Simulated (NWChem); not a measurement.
# Te, triplet

Computed with NWChem. Spin-unrestricted. The open p shell is one determinant without spherical averaging. No stability test was run on the SCF state. def2 effective core potentials on Te; no spin-orbit coupling.

For level UHF/def2-SVP (core potentials):

| Quantity | Result |
|---|---|
| highest occupied level (eV) | -8.31 |
| lowest empty minus highest occupied level, either spin (eV) | 8.20 |

**Question.** What are these values for level UHF/STO-3G (all-electron, non-relativistic)?

**Answer.** 
* **highest occupied level (eV)**: -5.42
* **lowest empty minus highest occupied level, either spin (eV)**: 8.81
